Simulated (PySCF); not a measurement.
Electric field gradients and quadrupole coupling constants

Compound: C₃H₁₀S₂Si₂.
Geometry (GFN2-xTB, Å), atoms numbered from 1 in this order:
```xyz
17
C3H10S2Si2 angstrom
C     -3.4901    0.7841    0.5511
C     -2.2999    0.3818   -0.2479
S     -2.4294   -0.5749   -1.5707
S     -0.7827    0.9591    0.3274
Si     0.5236   -0.0343   -1.1390
C      2.2629    0.4889   -0.6085
Si     2.8356   -0.0705    1.1241
H     -3.5534    0.1545    1.4405
H     -3.4010    1.8168    0.8839
H     -4.3984    0.6510   -0.0318
H      0.2990   -1.4598   -0.9534
H      0.1519    0.5217   -2.4336
H      2.9559    0.0956   -1.3508
H      2.3459    1.5746   -0.6633
H      2.7937   -1.5330    1.1934
H      4.2109    0.3930    1.3218
H      1.9685    0.5128    2.1469
```

Field gradients from the PBE0/pcSseg-1 density (PySCF, non-relativistic), principal values in atomic units, ordered |Vxx| ≤ |Vyy| ≤ |Vzz|:

| atom | Vxx | Vyy | Vzz |
| --- | --- | --- | --- |
| S3 | 1.0377 | 1.4668 | -2.5045 |
| S4 | -0.4182 | -1.3099 | 1.7282 |

Problem. Find the asymmetry η = (Vxx − Vyy)/Vzz and the couplings χ = eQV/h (234.96 MHz × Q in barn × V in au), with Q(33S) = −0.0678 b.

Solution. 
```csv
atom,environment,nucleus,η,χzz (MHz),χxx (MHz),χyy (MHz)
S3,thiocarbonyl sulfur,33S,0.17,39.90,-16.53,-23.37
S4,sulfur bonded to C and Si,33S,0.52,-27.53,6.66,20.87
```

The tensor is traceless: Vxx + Vyy + Vzz = 0.

Problem. What is Vzz at S4 in SI units (1 au = 9.71736 × 10²¹ V/m²)?

Solution. 1.7282 au = 16.793 × 10²¹ V/m².

Problem. And the gradient at the other heavy atoms, for which no coupling is worked out here?

Solution. 
| atom | environment | Vzz (au) | η |
| --- | --- | --- | --- |
| C1 | methyl carbon | 0.124 | 0.48 |
| C2 | thiocarbonyl carbon | 0.425 | 0.62 |
| Si5 | SiH2 silicon | 0.751 | 0.41 |
| C6 | sp3 carbon bound to silicon | 0.048 | 0.38 |
| Si7 | SiH3 silicon | 0.178 | 0.12 |

Problem. What couplings would deuterons (Q(2H) = 0.00286 b) have in place of the hydrogens, at this geometry?

Solution. 
```json
{"atom": "H8", "bonded to": "C1", "bond length (Å)": "1.092", "Vzz (au)": "0.3064", "η": "0.04", "χzz (kHz)": "206"}
{"atom": "H9", "bonded to": "C1", "bond length (Å)": "1.089", "Vzz (au)": "0.3088", "η": "0.05", "χzz (kHz)": "208"}
{"atom": "H10", "bonded to": "C1", "bond length (Å)": "1.087", "Vzz (au)": "0.3089", "η": "0.03", "χzz (kHz)": "208"}
{"atom": "H11", "bonded to": "Si5", "bond length (Å)": "1.455", "Vzz (au)": "0.1688", "η": "0.03", "χzz (kHz)": "113"}
{"atom": "H12", "bonded to": "Si5", "bond length (Å)": "1.457", "Vzz (au)": "0.1669", "η": "0.04", "χzz (kHz)": "112"}
{"atom": "H13", "bonded to": "C6", "bond length (Å)": "1.089", "Vzz (au)": "0.3226", "η": "0.01", "χzz (kHz)": "217"}
{"atom": "H14", "bonded to": "C6", "bond length (Å)": "1.090", "Vzz (au)": "0.3191", "η": "0.01", "χzz (kHz)": "214"}
{"atom": "H15", "bonded to": "Si7", "bond length (Å)": "1.465", "Vzz (au)": "0.1617", "η": "0.02", "χzz (kHz)": "109"}
{"atom": "H16", "bonded to": "Si7", "bond length (Å)": "1.465", "Vzz (au)": "0.1619", "η": "0.01", "χzz (kHz)": "109"}
{"atom": "H17", "bonded to": "Si7", "bond length (Å)": "1.462", "Vzz (au)": "0.1628", "η": "0.02", "χzz (kHz)": "109"}
```

One conformer (not necessarily the lowest) at the GFN2-xTB geometry, without solvent, vibrations or thermal averaging. GFN2-xTB bond lengths can be off by several hundredths of an ångström, more for odd bonds, and the gradients follow them. These gradients aren't converged with respect to the basis.
